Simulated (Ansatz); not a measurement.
FH₄O₃Si₂, SMILES `O[Si](O)(F)O[SiH2]` radical, relaxed with UKS PBE0-D4/def2-TZVP in the Gaussian-basis code of Ansatz from a GFN2-xTB geometry. The force threshold is 0.005 eV/Å; the program also tests the step.

The species carries charge 0 and has multiplicity 2.

Start:

```xyz
10

O    -0.314    0.675    1.530
Si   -0.652   -0.321    0.317
O    -0.919   -1.810    0.871
F    -1.987    0.181   -0.429
O     0.519   -0.278   -0.771
Si    1.622    0.672   -1.512
H    -0.841    0.643    2.324
H    -1.120   -2.513    0.261
H     0.971    1.874   -2.012
H     2.720    0.879   -0.579
```

| step | energy (eV) | largest force (eV/Å) | largest move (Å) |
| --- | --- | --- | --- |
| 1 | -24673.2201 | 1.131 | 0.000 |
| 2 | -24673.2648 | 0.762 | 0.046 |
| 3 | -24673.2747 | 0.271 | 0.033 |
| 4 | -24673.2762 | 0.058 | 0.006 |
| 5 | -24673.2773 | 0.081 | 0.009 |
| 6 | -24673.2784 | 0.134 | 0.017 |
| 7 | -24673.2801 | 0.145 | 0.041 |
| 8 | -24673.2812 | 0.160 | 0.035 |
| 9 | -24673.2816 | 0.171 | 0.053 |
| 10 | -24673.2831 | 0.035 | 0.034 |
| 11 | -24673.2834 | 0.036 | 0.036 |
| 16 | -24673.2880 | 0.078 | 0.084 |
| 21 | -24673.2942 | 0.088 | 0.035 |
| 26 | -24673.2962 | 0.046 | 0.071 |
| 31 | -24673.2978 | 0.069 | 0.067 |
| 36 | -24673.2999 | 0.103 | 0.050 |
| 41 | -24673.3010 | 0.066 | 0.046 |
| 46 | -24673.3039 | 0.029 | 0.059 |
| 51 | -24673.3047 | 0.116 | 0.087 |
| 56 (rejected) | -24673.2938 | 0.528 | 0.031 |
| 61 | -24673.3073 | 0.018 | 0.021 |
| 66 | -24673.3081 | 0.031 | 0.097 |
| 71 | -24673.3086 | 0.027 | 0.022 |
| 76 | -24673.3088 | 0.007 | 0.013 |
| 79 | -24673.3088 | 0.005 | 0.007 |

End:

```xyz
10

O    -1.019    0.990    1.152
Si   -0.808   -0.313    0.218
O    -0.454   -1.586    1.160
F    -2.121   -0.656   -0.605
O     0.340    0.021   -0.859
Si    1.471    1.121   -1.323
H    -1.505    0.890    1.971
H    -0.522   -2.465    0.787
H     2.294    1.531   -0.148
H     2.323    0.466   -2.354
```

Run time 2.4 min (2 threads of an AMD EPYC 7R13 on a shared host and a share of an NVIDIA H100 80 GB); peak host memory 0.96 GiB.
